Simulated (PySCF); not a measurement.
ZrH₂, SMILES [ZrH2] (connectivity only; charge and spin as stated), neutral, multiplicity 3. The structure is a stationary point at PBE0-D3(BJ)/def2-TZVPD. The spin state was assumed, not searched. The def2 effective core potentials stand for the cores of Zr; spin–orbit coupling is left out.

Calculation: PBE0-D3(BJ)/def2-TZVPD run with PySCF 2.14.0.

Harmonic wavenumbers (cm⁻¹): 592, 1618, 1642. Rotational constants (GHz): 285.5, 97.92, 72.91; symmetry number 2.

Problem. Work out the zero-point energy and the ideal-gas rigid-rotor harmonic-oscillator thermochemistry at 298.15 K and 1 atm.

Solution. ZPE = ½ Σ hcν = ½ × 3853 cm⁻¹ = 23.05 kJ/mol. H − E(el) = 33.41 kJ/mol. Entropy in J/(mol K): translation 165.31, rotation 60.01, vibration 1.99, spin 9.13, total 236.44. G − E(el) = -37.09 kJ/mol. Cp = 38.04 J/(mol K).
